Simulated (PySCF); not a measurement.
H₇NSSi₂.

```xyz
11

Si     1.4083    -1.1557     1.1672
S      0.6728    -0.3451    -0.6889
Si    -1.0796     0.7367     0.0349
N     -1.9362     1.5182    -1.2397
H      0.4012    -2.0508     1.8079
H      1.7511    -0.0742     2.1362
H      2.6308    -1.9353     0.8350
H     -1.9933    -0.2363     0.6934
H     -0.6270     1.7715     1.0042
H     -1.5235     2.3278    -1.6946
H     -2.4532     0.9570    -1.9107
```
Charge 0, spin multiplicity 1.

The structure is a stationary point at B3LYP-D3(BJ)/def2-SVP. Other conformers were not sampled.

These are HF/pcSseg-1 (PySCF) values and carry that method's errors. Non-relativistic, no solvent.

### Question
Give the absolute GIAO shielding of each atom: isotropic value and principal components (ppm). (Estimate from the structure and the level; the computed values follow.)

### Answer

| atom | σ(iso) | σ11 | σ22 | σ33 | span |
|---|---|---|---|---|---|
| Si1 | 447.1 | 413.5 | 437.7 | 490.2 | 76.7 |
| S2 | 827.8 | 764.7 | 806.6 | 912.2 | 147.5 |
| Si3 | 417.3 | 380.8 | 422.9 | 448.2 | 67.4 |
| N4 | 254.7 | 239.1 | 260.3 | 264.8 | 25.7 |
| H5 | 27.6 | 23.8 | 25.7 | 33.3 | 9.6 |
| H6 | 27.6 | 23.8 | 25.7 | 33.3 | 9.6 |
| H7 | 27.5 | 23.7 | 25.1 | 33.6 | 10.0 |
| H8 | 27.1 | 22.6 | 26.4 | 32.3 | 9.6 |
| H9 | 27.1 | 22.6 | 26.4 | 32.3 | 9.6 |
| H10 | 30.8 | 23.4 | 26.6 | 42.3 | 18.9 |
| H11 | 30.8 | 23.4 | 26.7 | 42.3 | 18.9 |
